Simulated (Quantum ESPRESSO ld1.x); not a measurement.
Values are calculated unless marked as measured or tabulated.
Q: These are the eigenvalues of the occupied orbitals of an atom or ion with whole-number occupations (eV). Code: ld1.x of Quantum ESPRESSO 7.5. Model: scalar-relativistic Kohn-Sham, PBEsol, spin-unpolarised, spherical densities, point nucleus.

1s: -19870.6
2s: -2859.73
2p: -2563.52
3s: -536.514
3p: -439.484
3d: -281.663
4s: -120.824
4p: -93.6184
5s: -40.6765

Which element is it, and in what charge state? The configuration may be excited.

A: Z = 42, molybdenum, charge +4: Mo4+ in [Kr] 5s2. The list shows which subshells hold electrons but not how many an open one holds; the 1s level, -730.23 hartree, gives Z - s = 38.2 by -(Z - s)^2/2, which with screening and relativity narrows Z to a few neighbours, and the depths of the outer levels then fix element, charge and occupations together.
